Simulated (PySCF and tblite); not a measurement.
The numbers below are computed, except where a source is named.
C₈H₁₄N₂Si, numbered as in [SiH3:1][n:2]1[cH:3][cH:4][n:5][c:6]1[CH:7]1[CH2:8][CH2:9][CH2:10][CH2:11]1.

Geometries GFN2-xTB; weights from PBE0-D3(BJ)/def2-SVP energies and GFN2-xTB thermal corrections, with symmetry numbers and mirror pairs. Conformers within 2.5 kcal/mol (GFN2-xTB free energy) were kept, 4 at most. Run with PySCF (density fitting) and tblite.

Rotational constants are equilibrium values for the commonest isotopes; dipoles come from the energy level named.

Torsions listed: N2–C6–C7–C8. The 5-ring runs over atoms 7–8–9–10–11. Of a mirror pair one member is shown.

```
conformer                                                                          shape   symmetry
        1  5-ring between envelope and twist (ring torsions 16, 10, -32, 42, -35°); 157°  C1 (pair)
        2   5-ring between envelope and twist (ring torsions -31, 43, -39, 19, 8°); 154°  C1 (pair)
        3  5-ring between envelope and twist (ring torsions 39, -42, 29, -5, -21°); 153°  C1 (pair)
```

Give the rotational constants and dipole components, as needed to look for these species in a jet-cooled rotational spectrum.


```tsv
conformer	A (MHz)	B (MHz)	C (MHz)	abs μa (D)	abs μb (D)	abs μc (D)	κ	Ic−Ia−Ib (u Å²)
1	1623	758	602	2.01	2.22	0.17	-0.69	-138.5
2	1640	703	565	1.55	2.56	0.12	-0.74	-133.2
3	1634	713	561	1.56	2.57	0.00	-0.72	-116.3
```


Conformer gaps in def2-SVP on xTB geometries can be 2 kcal/mol too large for S=O, P=O and other polar bonds.